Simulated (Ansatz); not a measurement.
H2AlBCl, SMILES `[BH2][Al-][Cl]` (near-degenerate singlet) (charge -1, multiplicity 1). This singlet lies within 0.05 eV of the relaxed triplet at the level B3LYP/aug-cc-pVTZ // PBE0-D3(BJ)/def2-TZVPD (Ansatz, a quantum-chemistry and plane-wave program).

All values below come from frozen-core CCSD(T)/aug-cc-pVTZ // PBE0-D3(BJ)/def2-TZVPD (Ansatz).

Ansatz 0.2 input:
```yaml
crystal:
  periodic: [false, false, false]
  atoms:
    - { symbol: B, position_ang: [-0.755277, 0.221412, -0.380763] }
    - { symbol: Al, position_ang: [0.708563, -0.444806, 0.918059] }
    - { symbol: Cl, position_ang: [2.883927, -0.44202, 0.434803] }
    - { symbol: H, position_ang: [-1.513553, -0.598419, -0.868612] }
    - { symbol: H, position_ang: [-1.32366, 1.263831, -0.103487] }
basis:
  gaussian: { orbitals: aug-cc-pVTZ }
correlation:
  method: ccsd_t
total_charge: -1
```

Output:

```
Functional definition: HF
1104 factors; integrals over basis functions are off by at most 1.0e-3 eV
mean field evaluation 1: about -19788.6406 eV, gradient 2.0e1 eV
mean field evaluation 2: about -19788.7360 eV, gradient 2.0e1 eV
mean field evaluation 4: about -19791.2091 eV, gradient 3.1e0 eV
mean field evaluation 8: about -19791.3921 eV, gradient 7.5e-1 eV
mean field evaluation 16: about -19791.4117 eV, gradient 3.7e-5 eV
mean field evaluation 32: about -19785.8610 eV, gradient 4.8e0 eV
mean field -19791.41170620 eV, -727.3209651022 hartree, gradient 1.9e-6 eV, S^2 0.000000; 0 other end points of the search recorded, 0 dependent functions left out; unrestricted orbitals would lower it
11 core orbitals not correlated
reference -19791.41170620 eV, -727.3209651022 hartree; 8, 8 occupied and 173, 173 virtual orbitals, 1104 factors
second order -10.43250331 eV of doubles, -0.00000000 eV of singles
cycle   1  -11.17585146 eV  change   -7.4e-1 eV  update   1.0e-1
cycle   2  -11.50670304 eV  change   -3.3e-1 eV  update   4.1e-2
cycle   3  -11.60970325 eV  change   -1.0e-1 eV  update   3.1e-2
cycle   4  -11.59773170 eV  change    1.2e-2 eV  update   1.5e-2
cycle   5  -11.59612975 eV  change    1.6e-3 eV  update   9.2e-3
cycle   6  -11.60019371 eV  change   -4.1e-3 eV  update   5.1e-3
cycle   7  -11.60104254 eV  change   -8.5e-4 eV  update   2.5e-3
cycle   8  -11.60142499 eV  change   -3.8e-4 eV  update   1.2e-3
cycle   9  -11.60141370 eV  change    1.1e-5 eV  update   5.1e-4
cycle  10  -11.60117851 eV  change    2.4e-4 eV  update   2.4e-4
cycle  11  -11.60122767 eV  change   -4.9e-5 eV  update   1.2e-4
cycle  12  -11.60127481 eV  change   -4.7e-5 eV  update   5.1e-5
cycle  13  -11.60130019 eV  change   -2.5e-5 eV  update   2.4e-5
cycle  14  -11.60131264 eV  change   -1.2e-5 eV  update   1.1e-5
perturbative correction -0.57441376 eV, -0.0211093163 hartree
Total energy: -19803.58743260 eV, -727.7684147943 hartree
```
